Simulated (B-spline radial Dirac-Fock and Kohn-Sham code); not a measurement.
**Relativistic shifts of the levels of Eu⁵⁷⁺**

System: europium as Eu⁵⁷⁺ in the configuration 1s2 2s2 2p2.

Both columns are ΔSCF binding energies of the configuration average from a B-spline atomic structure program: non-relativistic Hartree-Fock with a point nucleus, and Dirac-Fock with a finite nucleus and the Coulomb interaction alone, averaged over the two j levels with weights 2j+1.

```tsv
shell	Hartree-Fock (eV)	Dirac-Fock (eV)	shift (eV)	shift (%)
1s	51491.4	54470.5	+2979.18	+5.79
2s	12085.9	12963.1	+877.25	+7.26
2p	11930.0	12287.2	+357.26	+2.99
```

Relativity binds 1s, 2s, 2p more strongly, among those listed most of all 2s in relative terms.

Values without a named source are computed, but for edge energies of neutral atoms, which are taken from tables.
